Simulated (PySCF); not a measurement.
# Excitation energy of As⁺ by level of theory

As⁺ [Ar] 3d10 4s2 4p2 (3P) → As⁺ [Ar] 3d10 4s1 4p3 (5S), as a difference of total energies. Calculation: PySCF 2.14, in def2-QZVPPD; no relativity, point nucleus. Correlated levels: valence: [Ar] 3d10 frozen. The calculations carry no spin-orbit coupling.

```csv
method,excitation energy (cm⁻¹)
UHF,35539
MP2 (valence),43908
SCS-MP2 (valence),47613
CCSD (valence),45711
CCSD(T) (valence),46060
```

These non-relativistic numbers lack the scalar-relativistic shift.

Errors of the correlated levels include the incompleteness of this basis and the frozen core.

For comparison: 53051 cm⁻¹ (measured; NIST levels, between the centres of gravity of the two terms).
